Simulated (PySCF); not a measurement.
InB: frontier orbitals

MN15 at R = 2.417 Å; In x2c-SVPall, B x2c-SVPall; spin-free X2C with a Gaussian nucleus (PySCF 2.14). State: ³Π (triplet), unpaired electrons σ ↑, π ↑. Only the outer orbitals are listed, counted within each symmetry.

```
spin  orbital  occ.  ε (eV)  on In (%)           main shells (%)
   α      11σ     1  -12.61         44           53 B s, 38 In s
   α      12σ     1   -9.15         56           51 In s, 36 B s
   α      13σ     1   -5.54         41   56 B p, 32 In p, 8 In s
   α       6π     1   -5.45         35           65 B p, 33 In p
   α       6π     0   -2.59         53           52 In p, 47 B p
   α       7π     0   -0.95         68           68 In p, 32 B p
   α       7π     0   -0.37         50           50 B p, 48 In p
   β      11σ     1  -11.50         57           53 In s, 39 B s
   β      12σ     1   -7.86         54  46 B s, 43 In s, 10 In p
   β       6π     0   -2.33         63           62 In p, 37 B p
   β       6π     0   -1.93         67           67 In p, 32 B p
   β      13σ     0   -1.70         40   47 B p, 38 In p, 12 B s
```

Task: Which are the highest filled and the lowest empty level, where do they sit, and how wide is the gap?

Result: Highest filled α 6π at -5.45 eV (in %: 65 B p, 33 In p); lowest empty α 6π at -2.59 eV (in %: 52 In p, 47 B p); the gap at MN15 is 2.86 eV. Both belong to one degenerate shell, split only by its one-sided filling, so this is no excitation gap.

| Quantity | Value |
| --- | --- |
| bond order (Mayer) | 1.19 |
| ⟨S²⟩ | 2.003 |
| charge on In (Mulliken, basis-dependent) | 0.14 |
| charge on In (Löwdin, basis-dependent) | 0.13 |
| dipole moment (positive dipole means In(−)B(+)) | -1.28 D |

Spin–orbit coupling is left out. The state is the lowest determinant that a PBE0 search found; another state may lie lower at other levels.
